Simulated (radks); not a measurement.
Species: neutral gallium. Configuration: [Ar] 3d10 4s2 4p1. All-electron calculation, Dirac Kohn-Sham, BLYP, spin-unpolarised, spherical densities, point nucleus; open shells are shared between the two j in proportion to 2j + 1. Program: a radial shooting solver on a logarithmic mesh with Libxc functionals.

Unscreened Slater integrals over Kohn-Sham orbitals (cm^-1). Large and small components are both included.

| integral | value |
|---|---|
| F0(4p3/2,4p3/2) | 57799 |
| F2(4p3/2,4p3/2) | 28503 |
| F0(4p3/2,4p1/2) | 58405 |
| G2(4p3/2,4p1/2) | 28794 |
| F0(4p3/2,4s1/2) | 67775 |
| G1(4p3/2,4s1/2) | 39820 |
| F0(4p3/2,3d5/2) | 78198 |
| F2(4p3/2,3d5/2) | 12632 |
| G1(4p3/2,3d5/2) | 4903.4 |
| G3(4p3/2,3d5/2) | 3958.7 |
| F0(4p1/2,4p1/2) | 59031 |
| F0(4p1/2,4s1/2) | 68756 |
| G1(4p1/2,4s1/2) | 41074 |
| F0(4p1/2,3d5/2) | 79760 |
| G3(4p1/2,3d5/2) | 4201.2 |
| F0(4s1/2,4s1/2) | 85086 |
| F0(4s1/2,3d5/2) | 109580 |
| G2(4s1/2,3d5/2) | 11090 |
| F0(3d5/2,3d5/2) | 252140 |
| F2(3d5/2,3d5/2) | 115520 |
| F4(3d5/2,3d5/2) | 71659 |
